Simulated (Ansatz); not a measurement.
How methods differ on BHBr (SMILES [BH]Br)

BHBr: 3 atoms, total charge 0, spin state doublet. SMILES: `[BH]Br`. The coordinates come from a PBE0-D4/def2-TZVP relaxation.

```xyz
3

B    -0.0945   -0.5230   -0.1157
Br    1.1810    0.5632    0.7098
H    -1.0974   -0.1050   -0.6073
```

Each level gives the energy change with the B1–H3 bond stretched from 1.193 to 2.385 Å (eV). The values are calculated.

```csv
level,kind,program,value (eV),less FCI/STO-3G,CPU time (all runs)
UHF/STO-3G,Hartree–Fock,Ansatz,4.15,+0.29,0.47 s
U-revPBE/STO-3G,GGA,Ansatz,4.12,+0.26,3.4 s
UBLYP/STO-3G,GGA,Ansatz,4.04,+0.18,3.5 s
U-r2SCAN/STO-3G,meta-GGA,Ansatz,4.29,+0.43,9.7 s
UB3LYP/STO-3G,global hybrid,Ansatz,4.28,+0.42,3.4 s
UCAM-B3LYP/STO-3G,range-separated hybrid,Ansatz,4.44,+0.58,4.2 s
RPA@PBE/STO-3G,RPA,Ansatz,3.98,+0.12,4.6 s
UMP2/STO-3G,perturbation theory,Ansatz,4.22,+0.36,0.78 s
UCCSD(T)/STO-3G,coupled cluster or CI,Ansatz,3.87,+0.01,1.4 s
FCI/STO-3G,exact in the basis,Ansatz,3.86,0.00,2.9 s
```

FCI/STO-3G is exact within its basis and frozen core, so for wave-function methods in that basis the difference is their error; functionals converge differently with the basis, so for them it is only a difference. All-electron rows without a relativistic Hamiltonian named are non-relativistic. The first shape isn't each level's own minimum. The values span 3.86 to 4.44 eV. Spin contamination of the reference (⟨S²⟩ at least 0.1 too high) touches UHF/STO-3G, U-revPBE/STO-3G, U-r2SCAN/STO-3G, UB3LYP/STO-3G, UCAM-B3LYP/STO-3G, RPA@PBE/STO-3G, UMP2/STO-3G, UCCSD(T)/STO-3G. All rows use very small basis sets, so none should be taken for the real molecule's value. In the correlated wave-function rows the outer d shell of Br is correlated, in sets not made for it. In so small a basis fixed costs decide the times, and correlated methods can beat functionals. CPU times are rough (shared hosts, several kinds of processor and program).
